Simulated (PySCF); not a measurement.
## Electron correlation in Ga+ (gallium, charge +1)

[Ar] 3d10 4s2, closed-shell 1S. Computed with PySCF 2.14 in cc-pVDZ-PP with ECP10MDF, with a scalar-relativistic core potential. Frozen: 3s2 3p6 3d10; 2 electrons correlated.

Total MP2 correlation energy: -23.09 mhartree.

Same-spin part 0.00 and opposite-spin part -23.09 mhartree; SCS-MP2 scales them by 1/3 and 6/5 to -27.71 mhartree.

With two correlated electrons CCSD is exact within the correlated space (frozen core and kept virtual orbitals).

```csv
level,correlation energy (mhartree)
CCSD,-35.25
```

Diagnostics: T1 = 0.0038, D1 = 0.0054, largest double amplitude 0.097.

Cost of the coupled-cluster step: 0.03 s of wall time on 1 thread of Intel(R) Xeon(R) 6975P-C (shared host), for 2 correlated electrons.
